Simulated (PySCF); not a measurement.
Species: CH₆Cl₂GeSi.
Atom-mapped SMILES: `[Cl:1][CH2:2][Si@H:3]([Cl:4])[GeH3:5]` (hydrogens: H6, H7 on C2; H8 on Si3; H9, H10, H11 on Ge5)

Computed with PBE0-D3(BJ)/def2-SVP geometry optimisation, gas phase (PySCF).

List the bond lengths, angles and torsions at this level.

| bond | length (Å) |
| --- | --- |
| Cl1–C2 | 1.794 |
| C2–Si3 | 1.889 |
| Si3–Cl4 | 2.083 |
| Si3–Ge5 | 2.377 |
| C2–H6 | 1.099 |
| C2–H7 | 1.099 |
| Si3–H8 | 1.490 |
| Ge5–H9, Ge5–H10, Ge5–H11 | 1.538 |

Bonds in one row agree within 0.01 Å and their mean is given. A selection of angles:
| angle | degrees |
| --- | --- |
| Cl1–C2–Si3 | 106.3 |
| Cl1–C2–H6 | 108.4 |
| Cl1–C2–H7 | 108.4 |
| Si3–C2–H6 | 112.8 |
| Si3–C2–H7 | 112.0 |
| H6–C2–H7 | 108.7 |
| C2–Si3–Cl4 | 107.6 |
| C2–Si3–Ge5 | 110.1 |
| C2–Si3–H8 | 109.0 |
| Cl4–Si3–Ge5 | 108.2 |
| Cl4–Si3–H8 | 108.1 |
| Ge5–Si3–H8 | 113.7 |
| Si3–Ge5–H9 | 111.8 |
| Si3–Ge5–H10 | 109.2 |
| Si3–Ge5–H11 | 108.1 |
| H9–Ge5–H10 | 109.3 |

Torsions: Cl1–C2–Si3–Cl4 176° (antiperiplanar).

Ge5 (germanium bonded to Si and 3 H) is tetrahedral (angles from 108.1° to 111.8°). Si3 (chlorine-bound silicon) is distorted tetrahedral (angles from 107.6° to 113.7°).

Point group: C1 (no symmetry element, even within 0.4 Å). Whether it is a minimum is left open (no frequencies). The numbers are those of one conformer.
